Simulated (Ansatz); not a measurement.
Gas-phase electronic energies from Ansatz, PBE0-D4/def2-TZVP geometries. CBS: MP2 limit from def2 TZ/QZ plus the TZ coupled-cluster correction, frozen cores. Functionals use def2-TZVPP. For As, Se outer-core shells are correlated without core-valence functions, which leaves a few kJ/mol of doubt a bond. Scalar relativity is left out up to krypton. One conformer a species, not always the lowest.

`C[Se][AsH2]` + `OCF` → `C[Se]C(O)F` + `[AsH3]`  (formal exchange of groups at the Se–As bond)

`C[Se][AsH2]`:

Cartesian coordinates in Å:
```
C -1.064 -0.873 -0.588
Se -0.109 -0.449 1.061
As 1.287 1.230 0.134
H -1.768 -1.664 -0.332
H -1.610 -0.003 -0.948
H -0.374 -1.234 -1.347
H 1.063 2.254 1.239
H 2.575 0.738 0.781
```

`OCF`:

Cartesian coordinates in Å:
```
O -0.081 -0.648 -0.863
C -0.186 0.126 0.263
F 0.248 1.415 0.022
H 0.848 -0.817 -1.046
H 0.416 -0.251 1.097
H -1.244 0.174 0.527
```

`C[Se]C(O)F`:

Z-matrix (Å, degrees):
```
C
Se 1 1.941
H 1 1.089 2 106.4
H 1 1.089 2 110.7 3 -118.5
H 1 1.088 2 109.7 3 118.7
C 2 1.953 1 95.7 3 -179.1
F 6 1.374 2 106.5 1 179.8
O 6 1.367 2 109.9 1 59.8
H 6 1.096 2 110.3 1 -64.8
H 8 0.964 6 109.0 2 -166.6
```

`[AsH3]`:

Z-matrix (Å, degrees):
```
As
H 1 1.522
H 1 1.522 2 92.0
H 1 1.522 2 92.0 3 -92.1
```

```tsv
level	ΔE (eV)
B2PLYP	0.85
PBE	0.82
r2SCAN	0.80
SCS-MP2/def2-TZVPP	0.84
CCSD/def2-TZVPP	0.80
HF/def2-QZVPP	0.96
MP2/def2-QZVPP	0.85
CCSD/CBS(def2)	0.84
```

Problem. What does CCSD(T)/CBS give? (An estimate is asked.)

Solution. Ansatz gave: +0.82 eV. The listed levels differ from it by 0.03, 0.00, -0.02, 0.02, -0.02, 0.14, 0.03, 0.02 eV.

Largest T1 diagnostic among the species: 0.011.

In def2-TZVPP, CCSD(T) changes the Hartree–Fock value by −0.17 eV (the triples alone add −0.02 eV) and MP2 by −0.13 eV. From PBE to PBE0 (25 % exact exchange), in def2-TZVPP and without D4, ΔE moves by +0.04 eV.
